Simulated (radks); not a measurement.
Mg10+, 2 electrons, occupied as 1s1 7f1 (not the ground configuration).

Method: Dirac Kohn-Sham, PBE, spin-unpolarised, spherical densities, finite nucleus; open shells are shared between the two j in proportion to 2j + 1; Fermi nuclear charge, rms radius 3.057 fm; computed with a radial shooting solver on a logarithmic mesh with Libxc functionals.

Energy parts (eV):
| part | energy |
|---|---|
| total | -1978.320 |
| kinetic | 1985.286 |
| electron-nucleus | -3987.912 |
| Hartree | 109.780 |
| exchange-correlation | -85.473 |

Orbitals (lengths in bohr, moments of r in powers of bohr; r(max) is where P^2 peaks; r(90%) holds 90 % of the orbital's charge):
orbital      occ.  eigenvalue (eV)     <r^4>  r(90%)    <r^2>   r(max)  small-component weight
1s1/2           1        -1858.592  0.001124   0.223  0.02111  0.08318                1.90e-03
7f5/2    0.428571         -32.5934      2323    8.38    41.98    6.862                3.31e-05
7f7/2    0.571429         -32.5907      2324    8.38    41.98    6.863                3.31e-05

The highest occupied level is 7f7/2 at -32.591 eV. The electron density at the nucleus is 579 e/bohr^3. The density falls to 0.001 e/bohr^3 at r = 2.45 bohr. Summed over all electrons, <r^2> = 42.00 bohr^2, which gives a Langevin (diamagnetic) susceptibility term of -33.3 x 10^-6 cm^3/mol.
